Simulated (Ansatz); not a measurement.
CH5AsOSi (`[AsH2][SiH]1CO1`), relaxed with RKS PBE0-D4/def2-TZVP in Ansatz from a PBE-D4/def2-SVP geometry. The force threshold is 0.005 eV/Å; the program also tests the step.

The species carries charge 0 and has multiplicity 1.

Start:

```xyz
9

As   -2.037    0.602    0.084
Si    0.078   -0.441   -0.125
C     1.606    0.527    0.225
O     1.174    0.378   -1.166
H    -2.457   -0.434    1.148
H    -2.620   -0.281   -1.038
H     0.139   -1.940   -0.196
H     2.567    0.024    0.456
H     1.549    1.565    0.611
```

| step | energy (eV) | largest force (eV/Å) | largest move (Å) |
| --- | --- | --- | --- |
| 1 | -71871.4776 | 1.157 | 0.000 |
| 2 | -71871.5275 | 0.802 | 0.032 |
| 3 | -71871.5424 | 0.163 | 0.047 |
| 4 | -71871.5453 | 0.125 | 0.032 |
| 5 (rejected) | -71871.5452 | 0.078 | 0.008 |
| 6 | -71871.5460 | 0.039 | 0.004 |
| 7 (rejected) | -71871.5452 | 0.100 | 0.027 |
| 8 | -71871.5463 | 0.017 | 0.013 |
| 9 | -71871.5465 | 0.012 | 0.020 |
| 10 | -71871.5465 | 0.017 | 0.011 |
| 11 (rejected) | -71871.5465 | 0.048 | 0.012 |
| 12 | -71871.5465 | 0.009 | 0.006 |
| 13 | -71871.5465 | 0.008 | 0.008 |
| 14 | -71871.5465 | 0.005 | 0.005 |
| 15 | -71871.5465 | 0.003 | 0.004 |

End:

```xyz
9

As   -2.025    0.588    0.048
Si    0.086   -0.414   -0.157
C     1.584    0.514    0.254
O     1.168    0.378   -1.148
H    -2.391   -0.385    1.164
H    -2.614   -0.339   -1.008
H     0.124   -1.894   -0.236
H     2.525    0.011    0.469
H     1.541    1.540    0.614
```

Hardware: 4 threads of an Intel Xeon Platinum 8259CL on a shared host. Wall time 50 s, peak host memory 0.5 GiB.
